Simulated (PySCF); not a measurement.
# One molecule, several mistakes: BClGeH4N cation

These are calculations, not measurements. The program is PySCF 2.14.0, an open-source quantum chemistry code, run on an isolated molecule that a program drew, which may never have been made. The molecule is BClGeH4N cation (charge +1, singlet), drawn as the SMILES string `[BH+][NH][GeH2][Cl]`.

Each row is a Hartree-Fock (HF) and frozen-core CCSD(T) single point in the cc-pV(D+d)Z basis, meant for a local HF minimum. Run 1 is clean. Each other run has one planted mistake out of seven kinds, and not every kind appears here: one electron removed, one electron added, multiplicity raised by two, geometry at a saddle point, minimal basis STO-3G, one bond length entered in bohr, all coordinates scaled. The reference is restricted for singlets and unrestricted otherwise, and also for a bond in bohr. Adding or removing an electron swaps singlet and doublet. Electrons count all cores. HOMO and LUMO are orbital energies over both spins, the gradient is its largest component, and the lowest frequency (negative if imaginary) is given only where the gradient is small. Bond lengths are over the 7 bonds as drawn. T1 is the CCSD diagnostic: over 0.02 (restricted) or 0.045 (unrestricted) a single reference is doubtful. Germanium has the cc-pVDZ-PP basis, with a core potential (ECP10MDF) in place of its 10 inner electrons, and its 3s, 3p and 3d shells are frozen in CCSD(T).

Geometry of the clean run:
```xyz
8
BClGeH4N cation, angstrom
B    -1.6737   -0.5437    0.2569
N    -0.8298   -0.3064   -0.7081
Ge    0.1011    1.4204   -0.9367
Cl   -0.7226    2.4609    0.7305
H    -2.4292   -0.7455    1.1268
H    -0.6308   -1.0353   -1.3829
H    -0.4028    1.9542   -2.2526
H     1.5601    1.0952   -0.7467
```

| run | electrons | basis functions | <S^2> | HOMO (eV) | LUMO (eV) | gradient (hartree/bohr) | lowest frequency (cm^-1) | mean bond (Å) | longest bond (Å) | T1 | HF (hartree) | CCSD(T) (hartree) | mistake |
|---|---|---|---|---|---|---|---|---|---|---|---|---|---|
| 1 | 64 | 94 | 0.000 | -16.91 | -3.62 | 1.1e-05 | 107 | 1.5151 | 2.131 | 0.0132 | -834.15767 | -834.67187 | no fault |
| 2 | 64 | 94 | 0.000 | -17.29 | -3.32 | 1.0e-01 | - | 1.3803 | 1.941 | 0.0104 | -834.07323 | -834.57352 | all coordinates scaled |
| 3 | 64 | 94 | 0.999 | -14.41 | -4.12 | 1.2e-02 | - | 1.7860 | 4.027 | 0.0167 | -834.04999 | -834.53326 | one bond length entered in bohr |
| 4 | 64 | 94 | 2.020 | -12.73 | -7.36 | 1.3e-01 | - | 1.5151 | 2.131 | 0.0236 | -833.97800 | -834.46094 | ? |

**Which mistake was planted in run 4, and what did it cost?**

Electrons, basis and geometry are unchanged, and <S^2> is 2.020, beside S(S+1) = 2.00 for a multiplicity of 3. So the mistake is: multiplicity raised by two. Subtracting run 1 and multiplying by 627.51 kcal/mol a hartree, the energy moved by 112.7 kcal/mol in HF and 132.4 kcal/mol in CCSD(T).

